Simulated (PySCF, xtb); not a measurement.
BaCl2, SMILES [Ba]([Cl])[Cl].

GFN2-xTB (xtb 6.7.1) at its own geometry gives an orbital gap of 1.72 eV and a dipole moment of 5.27 D.

Geometry: B3LYP-D3(BJ)/def2-TZVP. The isomer is the one that the SMILES or the coordinates give; other isomers of the formula were not compared. The def2 effective core potentials stand for the cores of Ba; spin–orbit coupling is left out.

**Question.** What does HF/def2-TZVPD in PySCF give? (An estimate is asked for; the answer gives what the named calculation found.)

**Answer.** gap 10.12 eV (levels -10.63 and -0.52 eV), dipole 7.90 D.
